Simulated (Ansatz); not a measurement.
Worked example: C3H5Te → C3H5 + Te

Species: C3H5Te `C=CC[Te]`, doublet; C3H5 `[CH2]C=C`, doublet; Te atom, triplet. 

Shapes, held fixed at every level: PBE0-D4/def2-TZVP. Flexible molecules stand in one conformer, not always the lowest. Programs: Ansatz 0.2.0. The zero-point and thermal change to 298 K, harmonic and unscaled (PBE0-D4/def2-TZVP), is -32.2 kJ/mol.

At B2PLYP/def2-TZVPP; 1 Eh = 2625.50 kJ/mol:

| species | energy (Eh) |
| --- | --- |
| C3H5Te | -385.060909 |
| C3H5 | -117.188320 |
| Te | -267.809481 |

Q: Work out ΔH(298 K) of the reaction at this level.

A: 
1. Products less reactants: (-117.188320) + (-267.809481) − [(-385.060909)] = 0.063108 Eh = +165.7 kJ/mol.
2. With the thermal change: +165.7 + (-32.2) = +133.5 kJ/mol.

Other levels give -7.6 (HF/def2-TZVPP) to +155.2 kJ/mol (PBE-D4/def2-TZVPP). No measured value is set beside it here. Spin contamination: C3H5 (⟨S²⟩ up to 0.95). Open shells run unrestricted unless RO is named. For atoms past krypton def2 sets carry core potentials with scalar relativity. Correlated rows may include outer-core shells of Te, which these sets cover unevenly. Spin-orbit coupling lowers the free atoms by 25.2 kJ/mol; the thermal change holds that.
